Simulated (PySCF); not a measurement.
Compound: CH₈OSeSi₂.
Z-matrix (Å and degrees, PBE0-D3(BJ)/def2-SVP geometry), rows numbered from 1:
```
O 
Si  1  1.6690
C   2  1.8711  1  106.99
Se  3  1.9718  2  109.86  1  -178.23
Si  4  2.2845  3   98.97  2   -75.51
H   1  0.9611  2  117.46  3  -179.91
H   2  1.4968  1  110.97  3   118.96
H   2  1.4943  1  111.60  3  -119.55
H   3  1.1001  2  113.26  1    58.85
H   3  1.1005  2  110.99  1   -62.30
H   5  1.4946  4  109.01  3   -40.39
H   5  1.4920  4  105.37  3  -159.09
H   5  1.4926  4  114.12  3    81.55
```

The calculation used PySCF, PBE0-D3(BJ)/def2-SVP geometry optimisation, gas phase.

Take the most abundant isotopes and a rigid rotor. The values belong to one conformer with, in the numbering `[OH:1][SiH2:2][CH2:3][Se:4][SiH3:5]`, H–O1–Si2–C3 180°, O1–Si2–C3–Se4 -178°, Si2–C3–Se4–Si5 -76°.

**Question.** What are A, B and C (GHz)?

**Answer.** Ia = 150.18, Ib = 528.71, Ic = 628.89 u·Å²; 505379 MHz·u·Å²/I gives 3365, 955.9 and 803.6 MHz, that is A = 3.3652, B = 0.9559, C = 0.8036 GHz.

**Question.** Classify the top.

**Answer.** An asymmetric top. Ray's parameter κ = (2B − A − C)/(A − C) = -0.881; −1 is the prolate and +1 the oblate limit.

**Question.** Is it planar, by Δ = Ic − Ia − Ib?

**Answer.** Not planar: Δ = Ic − Ia − Ib = -49.99 u·Å². For a rigid frame Δ = −2 Σ m c², so Σ m c² = 25.00 u·Å² lies off the ab plane: 10.44 from hydrogen and 14.55 from heavier atoms. The atom farthest from that plane is 1.72 Å away.

**Question.** Give the coordinates in the principal-axis frame, origin at the centre of mass.

**Answer.** The sense of each axis is arbitrary; atoms in the order of the calculation.
```csv
atom,mass (u),a (Å),b (Å),c (Å)
O1,15.995,3.479,-0.268,-0.334
Si2,27.977,1.994,-0.243,0.426
C3,12.000,0.784,0.543,-0.766
Se4,79.917,-0.997,0.667,0.073
Si5,27.977,-1.623,-1.523,-0.094
H6,1.008,4.218,-0.647,0.150
H7,1.008,1.533,-1.630,0.748
H8,1.008,2.035,0.556,1.688
H9,1.008,0.704,0.006,-1.722
H10,1.008,1.070,1.582,-0.990
H11,1.008,-1.192,-2.053,-1.423
H12,1.008,-3.111,-1.519,0.012
H13,1.008,-1.065,-2.400,0.978
```

**Question.** Where do the levels up to J = 4 lie, in MHz?

**Answer.** Above 0(0,0):
J = 1: 1(0,1) 1759, 1(1,1) 4169, 1(1,0) 4321
J = 2: 2(0,2) 5271, 2(1,2) 7535, 2(1,1) 7992, 2(2,1) 15220, 2(2,0) 15227
J = 3: 3(0,3) 10522, 3(1,3) 12581, 3(1,2) 13495, 3(2,2) 20499, 3(2,1) 20534, 3(3,1) 32930, 3(3,0) 32931
J = 4: 4(0,4) 17491, 4(1,4) 19301, 4(1,3) 20823, 4(2,3) 27531, 4(2,2) 27635, 4(3,2) 39982, 4(3,1) 39983, 4(4,1) 57368, 4(4,0) 57368
Those of J = 1 are B + C, A + C and A + B.

**Question.** Which lines would a microwave search look for?

**Answer.** The dipole components are |μa| = 1.28 D, |μb| = 0.94 D, |μc| = 0.18 D. Intensities carry the squares of the components, which stand as 1.00 : 0.54 : 0.02 (a : b : c). Some lines, for components of 0.1 D or more:

```tsv
type	branch	J(Ka,Kc)	MHz	lower level (cm⁻¹)
c	Q	1(1,1) ← 1(0,1)	2409	0.059
b	Q	2(1,1) ← 2(0,2)	2721	0.176
b	Q	3(1,2) ← 3(0,3)	2973	0.351
a	R	2(1,2) ← 1(1,1)	3367	0.139
a	R	2(1,1) ← 1(1,0)	3671	0.144
a	R	3(2,2) ← 2(2,1)	5278	0.508
a	R	3(1,2) ← 2(1,1)	5502	0.267
b	R	2(1,2) ← 1(0,1)	5776	0.059
b	Q	4(2,2) ← 4(1,3)	6813	0.695
a	R	4(3,2) ← 3(3,1)	7051	1.098
b	Q	2(2,0) ← 2(1,1)	7235	0.267
c	R	2(2,0) ← 1(1,0)	10906	0.144
b	Q	4(3,1) ← 4(2,2)	12348	0.922
b	R	3(2,1) ← 2(1,2)	12998	0.251
b	R	3(3,0) ← 2(2,1)	17710	0.508
c	R	4(3,1) ← 3(2,1)	19449	0.685
```

**Question.** Estimate the classical rotational partition function at 10 K, 100 K and 298.15 K.

**Answer.** Point group C1, symmetry number σ = 1; q = (√π/σ)·√((kT/h)³/(ABC)), k/h = 20836.6 MHz/K: 3320 at 10 K, 105000 at 100 K, 540000 at 298.15 K.

Stationary, but not proved a minimum. Zero-point vibration and centrifugal distortion are left out. A rigid rotor knows nothing of internal rotation, which can split or shift real lines.
